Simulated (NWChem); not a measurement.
# A calculation on OZn

```xyz
2

Zn     0.0000     0.0000     0.3567
O      0.0000     0.0000    -1.3376
```
Charge 0, spin multiplicity 1.

All runs are NWChem calculations. All single points use one geometry, from PBE/def2-SVP, a minimum by its harmonic frequencies.

Symmetry labels belong to the abelian group C2v used in the runs, with the axes of the coordinates shown; states degenerate in a higher group split over its labels.

The structure started from a generated list of species.

Problem. List the lowest 4 singlet excitations that TDA-BHandHLYP/def2-SVPD gives, with oscillator strengths.

Solution. 
```tsv
state	symmetry	energy (eV)	wavelength (nm)	f
1	b1	0.90	1381	0.003
2	b2	0.90	1381	0.003
3	a1	3.88	320	0.194
4	a2	5.62	221	0.000
```
